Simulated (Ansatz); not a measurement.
C5H15FHfN2O (`CC(C)[NH][Hf]([OH])([F])[N](C)C`) from Hartree–Fock to CCSD(T)

Cartesian coordinates in Å:
```
C 1.206 2.590 0.140
C 1.945 1.261 0.121
C 2.852 1.160 -1.096
N 0.982 0.175 0.163
Hf -1.058 0.290 0.211
O -1.827 1.013 -1.414
F -1.578 1.283 1.792
N -1.646 -1.640 0.384
C -1.452 -2.290 1.659
C -2.303 -2.484 -0.581
H 0.583 2.688 1.035
H 1.902 3.430 0.131
H 0.568 2.686 -0.748
H 2.581 1.226 1.020
H 2.262 1.231 -2.014
H 3.600 1.958 -1.101
H 3.381 0.204 -1.110
H 1.446 -0.724 0.128
H -1.801 1.502 -2.230
H -0.972 -1.616 2.378
H -2.405 -2.611 2.104
H -0.811 -3.179 1.569
H -1.714 -3.388 -0.795
H -3.289 -2.816 -0.223
H -2.452 -1.950 -1.522
```

Total charge 0; spin multiplicity 1. Correlated methods include outer-core shells of Hf, which these sets cover unevenly. Hf: def2 effective core potential. The geometry is a stationary point of PBE0-D4/def2-TZVP. It is one conformer, not always the lowest. Frozen core, restricted reference, Ansatz.

```tsv
basis	HF (Eh)	MP2 corr.	CCSD corr.	(T)	CCSD(T) total
def2-SVP	?	?	?	-0.05237	?
def2-TZVPP	-529.17812	?	–	–	–
def2-QZVPP	-529.20137	-2.30792	–	–	–
```

Question: Fill in the withheld values. (Best estimate.)

Answer: The calculation gave: def2-SVP HF (Eh): -528.59838; def2-SVP MP2 corr.: -1.67438; def2-SVP CCSD corr.: -1.75739; def2-SVP CCSD(T) total: -530.40814; def2-TZVPP MP2 corr.: -2.13137.
